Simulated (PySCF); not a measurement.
This PySCF input asks for the NMR shieldings of `C1(=C)CO[C@@H](CC#N)C[SiH2]1`, C$_{7}$H$_{11}$NOSi; the geometry comes from GFN2-xTB.

```python
import basis_set_exchange as bse
import numpy as np
from pyscf import gto, dft
from pyscf.prop import nmr

atoms = """
C    -3.271589    0.139866    0.116770
C    -1.957087    0.304678    0.141397
C    -1.135081   -0.157025    1.317587
O     0.000346   -0.913195    0.959382
C     1.027509   -0.186377    0.316678
C     2.292717   -1.057250    0.440325
C     3.449770   -0.362775   -0.051974
N     4.359751    0.209240   -0.441847
C     0.699881    0.123189   -1.143936
Si   -0.935945    1.092971   -1.237404
H    -3.863002    0.476346   -0.718096
H    -3.811794   -0.328054    0.926809
H    -1.718285   -0.813077    1.970137
H    -0.820695    0.726734    1.899861
H     1.197207    0.760965    0.859286
H     2.449097   -1.317781    1.490815
H     2.150363   -1.980864   -0.126544
H     1.531044    0.673369   -1.584541
H     0.612797   -0.820893   -1.684561
H    -0.686510    2.504024   -0.908956
H    -1.579417    0.942852   -2.541660
"""
names = dict.fromkeys(["C", "O", "N", "Si", "H"], "pcSseg-1")
basis = {el: gto.basis.parse(bse.get_basis(n, elements=[el], fmt="nwchem")) for el, n in names.items()}
mol = gto.M(atom=atoms, basis=basis, charge=0, verbose=0)
mf = dft.RKS(mol, xc="PBE0")
mf.grids.level = 2
mf.grids.alignment = dft.numint.BLKSIZE   # the property module wants whole blocks of grid points
mf.conv_tol = 1e-9
mf.kernel()

calc = nmr.RKS(mf)   # GIAO
C = mf.mo_coeff
Co = C[:, mf.mo_occ > 0]
resp = mf.gen_response(singlet=True, hermi=2)
def vind(x):   # induced exchange potential for any number of trial vectors
    d = np.einsum("pi,xij,qj->xpq", C, 2 * x.reshape(-1, C.shape[1], Co.shape[1]), Co, optimize=True)
    return np.einsum("xpq,pi,qj->xij", resp(d - d.transpose(0, 2, 1)), C, Co, optimize=True).ravel()
mo1, _ = nmr.rhf.solve_mo1(calc, with_cphf=vind)
sigma = calc.kernel(mo1)
for i, s in enumerate(sigma):   # ppm
    print("%2d %-2s %9.2f" % (i, mol.atom_pure_symbol(i), np.trace(s) / 3))
```

Question: What are the results?

Answer: 
```
 0 C      52.66
 1 C      38.18
 2 C     105.16
 3 O     258.04
 4 C     107.19
 5 C     157.82
 6 C      64.44
 7 N     -35.41
 8 C     169.45
 9 Si    404.46
10 H      25.92
11 H      25.66
12 H      27.14
13 H      27.32
14 H      28.13
15 H      28.94
16 H      29.43
17 H      30.09
18 H      30.91
19 H      27.07
20 H      27.23
```

These numbers come from an equivalent density-fitted implementation of the same equations, which agrees with the script to about 0.01 ppm for H and up to a few tenths of a ppm for heavy atoms, so last digits may differ.

Question: Turn these shieldings into chemical shifts. References, each an isolated molecule treated in the same way: 13C (186.93 ppm) and 29Si (349.16 ppm) and 1H (31.72 ppm) against TMS; 17O (336.08 ppm) against H2O; NH3 for 15N (267.73 ppm).

Answer: Averaging equivalent atoms: C 1: 148.7; C 0: 134.3; C 6: 122.5; C 2: 81.8; C 4: 79.7; C 5: 29.1; C 8: 17.5; O 3: 78.0; N 7: 303.1; Si 9: -55.3; H 11: 6.05; H 10: 5.79; H 19: 4.64; H 12: 4.58; H 20: 4.48; H 13: 4.40; H 14: 3.59; H 15: 2.77; H 16: 2.29; H 17: 1.62; H 18: 0.80 ppm. Experimental scales use liquid or dissolved standards, which lie at an offset from isolated NH3 (liquid NH3: subtract about 20 ppm) and H2O (liquid H2O: subtract about 36 ppm). Unscaled 15N shifts of sp2 nitrogen come out 20 to 40 ppm too high even then.

Size and cost of the density-fitted run: 232 basis functions, 2 min wall time on 1 thread of an Arm Neoverse N1, shared host; peak memory 1.1 GiB.
